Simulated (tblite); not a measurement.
CH8ClO2Si3 (doublet state).
Numbering: `[CH3:1][Si:2]([O:3][SiH3:4])[O:5][SiH2:6][Cl:7]` (hydrogens: H8, H9, H10 on C1; H11, H12, H13 on Si4; H14, H15 on Si6)

Geometry (GFN2-xTB, Å), atoms numbered from 1 in this order:
```
atom  x, y, z in Å
C1    -0.0958   -2.0252   -1.2630
Si2   -0.1202   -0.1288   -1.4235
O3    -1.3672    0.4816   -0.5847
Si4   -2.0083    1.0319    0.8061
O5     1.2696    0.4518   -0.7771
Si6    2.1406    0.9569    0.4801
Cl7    1.6449   -0.0801    2.1282
H8    -1.0283   -2.4576   -1.6087
H9     0.0409   -2.2950   -0.2167
H10    0.7167   -2.4610   -1.8340
H11   -1.1974    2.1533    1.2809
H12   -3.3499    1.4375    0.3989
H13   -2.0114   -0.0669    1.7713
H14    1.8498    2.3637    0.7135
H15    3.5114    0.6460    0.1067
```

The geometry is computed with GFN2-xTB (gas phase). This method treats the open shell by occupation alone, without spin polarisation.

Take the most abundant isotopes and a rigid rotor. The values belong to one conformer with, in the numbering `[CH3:1][Si:2]([O:3][SiH3:4])[O:5][SiH2:6][Cl:7]`, C1–Si2–O3–Si4 87°, C1–Si2–O5–Si6 -86°, Si2–O5–Si6–Cl7 34°.

Question: What are A, B and C (MHz)?

Answer: Ia = 362.52, Ib = 561.41, Ic = 719.21 u·Å²; 505379 MHz·u·Å²/I gives A = 1394, B = 900.2, C = 702.7 MHz.

Question: Classify the top.

Answer: An asymmetric top; Ray's κ = -0.429.

Question: Is it planar, by Δ = Ic − Ia − Ib?

Answer: Not planar: Δ = Ic − Ia − Ib = -204.72 u·Å². For a rigid frame Δ = −2 Σ m c², so Σ m c² = 102.36 u·Å² lies off the ab plane: 18.35 from hydrogen and 84.01 from heavier atoms. The atom farthest from that plane is 2.14 Å away.

Question: Give the other two planar moments, Paa and Pbb, and the rms extents of the mass along the axes.

Answer: Paa = Σ m a² = (Ib + Ic − Ia)/2 = 459.05 and Pbb = Σ m b² = (Ia + Ic − Ib)/2 = 260.16 u·Å². With the mass M = 170.95 u, the rms extents √(P/M) along a, b and c are 1.64, 1.23, 0.77 Å.

For this open shell read J as N, the rotation without spin; fine and hyperfine splittings come on top. Its GFN2-xTB frequencies are all real (lowest 25 cm⁻¹). Zero-point vibration and centrifugal distortion are left out.

The run took 2.0 s of wall time on Arm Neoverse V1, one thread, shared host. These figures are those of the optimisation.
